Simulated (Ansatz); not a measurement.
Computed with Ansatz on PBE0-D4/def2-TZVP structures; ΔE is electronic, products minus reactants. CBS: MP2 limit from def2 TZ/QZ plus the TZ coupled-cluster correction, frozen cores. One conformer a species, not always the lowest.

`OB(F)O[SiH3]` + `C=CB(F)CC` → `CCB(O)O[SiH3]` + `C=CB(F)F`  (redistribution)

```csv
species,CCSD(T)/CBS(def2) energy (Eh)
`OB(F)O[SiH3]`,-566.62981
`C=CB(F)CC`,-281.66685
`CCB(O)O[SiH3]`,-545.90188
`C=CB(F)F`,-302.40039
```

Problem. Work out ΔE.

Solution. ΔE = (-545.90188) + (-302.40039) − (-566.62981) − (-281.66685) = -0.00561 Eh = -14.7 kJ/mol.

Largest T1 diagnostic among the species: 0.013.

In def2-TZVPP, CCSD(T) changes the Hartree–Fock value by −7.6 kJ/mol (the triples alone add −1.4 kJ/mol) and MP2 by −7.3 kJ/mol.
